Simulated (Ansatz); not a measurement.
Isolated molecules relaxed with PBE0-D4/def2-TZVP in Ansatz; ΔE leaves out vibrations. CBS: MP2 limit from def2 TZ/QZ plus the TZ coupled-cluster correction, frozen cores. This one scheme is used for every species. Functionals use def2-TZVPP. B3LYP here is the variant with VWN-RPA as its local correlation; programs differ in this. Each species was taken in one conformer, which may not be the lowest.

Consider the hydrogenolysis of the Si–F bond: `OC[SiH](F)S` + H₂ → `OC[SiH2]S` + H–F.

CCSD(T)/CBS gives +1.26 eV.

Task: Another level gave +1.27 eV. Which?
A. r2SCAN-D4/def2-TZVPP
B. B3LYP-D4/def2-TZVPP
C. PBE0/def2-TZVPP
D. SCS-MP2/def2-TZVPP

Result: D. SCS-MP2/def2-TZVPP 1.27, PBE0 1.20, B3LYP-D4 1.31, r2SCAN-D4 1.38 eV.

Largest T1 diagnostic among the species: 0.012.

In def2-TZVPP, CCSD(T) changes the Hartree–Fock value by +0.04 eV (the triples alone add +0.03 eV) and MP2 by +0.08 eV. The D4 term adds +0.03 eV with B3LYP and +0.02 eV with PBE0; it sums over pairs of atoms, weighted by their polarisabilities, and B3LYP, whose exchange is more repulsive, gets the larger term.
